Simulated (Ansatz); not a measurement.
Single points on the cluster Si5O4.

```yaml
crystal:
  periodic: [false, false, false]
  atoms:
    - {symbol: Si, position_ang: [1.377125, 0.740569, 1.670346]}
    - {symbol: Si, position_ang: [0.503233, 1.459639, -0.567954]}
    - {symbol: Si, position_ang: [-1.070153, 0.150062, -2.016677]}
    - {symbol: Si, position_ang: [-1.936671, -0.040669, 1.020377]}
    - {symbol: Si, position_ang: [1.336633, -1.699808, -0.343304]}
    - {symbol: O, position_ang: [-0.428743, 0.878883, 0.979428]}
    - {symbol: O, position_ang: [1.672773, -0.892294, 1.084469]}
    - {symbol: O, position_ang: [-2.073113, -0.268681, -0.632699]}
    - {symbol: O, position_ang: [0.618907, -0.327699, -1.193976]}
basis:
  gaussian: {orbitals: def2-TZVP, initial_orbitals: start.molden}
hamiltonian: {xc: r2scan, dispersion: d4}
scf: {omitted_lower_state_checks: [starts]}
output: {orbitals: {seedname: orbitals}}
```

The file start.molden holds the orbitals of an earlier run on this structure, at another level or in another basis.

```sh
$ ansatz run in.yaml --threads 4 --pin off --events-out ev --progress --plain --max-ram 4787MiB
```

It prints (some lines left out):

```
Functional definition: r2SCAN
1864 factors; their error is unknown
mean field evaluation 1: about -47578.3970 eV, gradient 1.0e1 eV
mean field evaluation 2: about -47578.4862 eV, gradient 1.6e-1 eV
mean field evaluation 4: about -47578.4488 eV, gradient 7.3e-4 eV
mean field -47578.44882340 eV, -1748.4757444291 hartree, gradient 1.0e-5 eV, S^2 0.000000; 0 other end points of the search recorded, 0 dependent functions left out
reference -47578.44883591 eV, -1748.4757448889 hartree; 51, 51 occupied and 258, 258 virtual orbitals, 1864 factors
Total energy: -47578.60578182 eV, -1748.4815125446 hartree
Checks for a lower state left out: starts
```

Run time 13 s (4 threads of Arm Neoverse V1 on a shared host), peak host memory 0.67 GiB.

The first input with `gaussian: {orbitals: def2-SVP, initial_orbitals: start.molden}`, `hamiltonian: {xc: pbe, dispersion: d4}` (abridged; 2.2 s):

```
Functional definition: PBE
mean field -47534.11218908 eV, -1746.8464031704 hartree, gradient 2.6e-5 eV, S^2 0.000000
Total energy: -47534.82534222 eV, -1746.8726110646 hartree
Checks for a lower state left out: starts
```

The first input with `hamiltonian: {xc: {name: BHLYP}, dispersion: d4}` (abridged; 14 s):

```
Functional definition: BHLYP
mean field -47581.68098334 eV, -1748.5945241161 hartree, gradient 1.6e-5 eV, S^2 0.000000
Total energy: -47582.74776233 eV, -1748.6337275208 hartree
Checks for a lower state left out: starts
```

The first input with `hamiltonian: {xc: pbe, dispersion: d4}`, `output: {forces: true, orbitals: {seedname: orbitals}}` (abridged; 7 s):

```
Functional definition: PBE
mean field -47558.05149982 eV, -1747.7261566132 hartree, gradient 2.6e-5 eV, S^2 0.000000
Total energy: -47558.76465662 eV, -1747.7523646422 hartree
Atom 0 force    -0.195270    -0.444921    -0.396319 eV/Å
Atom 1 force    -0.149040    -0.434490     0.169939 eV/Å
Atom 2 force     0.000844    -0.119117     0.613576 eV/Å
Atom 3 force     0.551641     0.220999    -0.737392 eV/Å
Atom 4 force    -0.172720     0.880528     0.311309 eV/Å
Atom 5 force    -0.192839    -0.051338     0.058522 eV/Å
Atom 6 force    -0.048307     0.001858    -0.234407 eV/Å
Atom 7 force     0.089033     0.117551     0.186090 eV/Å
Atom 8 force     0.116659    -0.171069     0.028681 eV/Å
Dipole moment:    -0.010064    -0.029299     0.011451 e Å
Checks for a lower state left out: starts
```

Geometry: PBE-D4/def2-SVP.

The restricted singlet is unstable towards broken spin symmetry in Hartree–Fock (as tested in another run); at r2SCAN-D4/def2-TZVP, PBE-D4/def2-SVP, BHLYP-D4/def2-TZVP, PBE-D4/def2-TZVP this wasn't settled. The structure comes from a short search, and lower isomers may exist.
